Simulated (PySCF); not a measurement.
Electron correlation in C²⁺ (carbon, charge +2)

[He] 2s2, closed-shell 1S. Calculation: PySCF 2.14, in 6-31G* (3s2p1d, 14 functions); no relativity, point nucleus. Frozen: 1s2; 2 electrons correlated.

Total MP2 correlation energy: -40.44 mhartree.

Same-spin part 0.00 and opposite-spin part -40.44 mhartree; SCS-MP2 scales them by 1/3 and 6/5 to -48.53 mhartree.

With two correlated electrons CCSD is exact within the correlated space (frozen core and kept virtual orbitals).

```
level  correlation energy (mhartree)
 CCSD                         -72.12
```

Diagnostics: T1 = 0.0087, D1 = 0.0124, largest double amplitude 0.157.

A double-excitation amplitude exceeds 0.15, a sign of near-degeneracy.

Cost of the coupled-cluster step: 0.03 s of wall time on 1 thread of Neoverse-V2 (shared host), for 2 correlated electrons.

Iterations:

```
CC2 = 0
CCSD nocc = 1, nmo = 13
frozen orbitals [0]
max_cycle = 100
direct = 0
conv_tol = 1e-08
conv_tol_normt = 1e-06
diis_space = 8
diis_start_cycle = 0
Init t2, MP2 energy = -36.4376971633205  E_corr(MP2) -0.0404384752473041
Init E_corr(CCSD) = -0.0404384752473041
cycle = 1  E_corr(CCSD) = -0.0566089945722616  dE = -0.0161705193  norm(t1,t2) = 0.0677264
cycle = 2  E_corr(CCSD) = -0.0642826677695357  dE = -0.0076736732  norm(t1,t2) = 0.0348059
cycle = 3  E_corr(CCSD) = -0.0722371324866771  dE = -0.00795446472  norm(t1,t2) = 0.0179486
cycle = 4  E_corr(CCSD) = -0.0720953847711793  dE = 0.000141747715  norm(t1,t2) = 0.000248609
cycle = 5  E_corr(CCSD) = -0.0721331546224679  dE = -3.77698513e-05  norm(t1,t2) = 6.70547e-05
cycle = 6  E_corr(CCSD) = -0.0721222344401136  dE = 1.09201824e-05  norm(t1,t2) = 2.22249e-05
cycle = 7  E_corr(CCSD) = -0.0721230368826997  dE = -8.02442586e-07  norm(t1,t2) = 1.93804e-06
cycle = 8  E_corr(CCSD) = -0.0721230462163451  dE = -9.33364541e-09  norm(t1,t2) = 3.27304e-08
CCSD converged
E(CCSD) = -36.46938173428959  E_corr = -0.07212304621634509
```
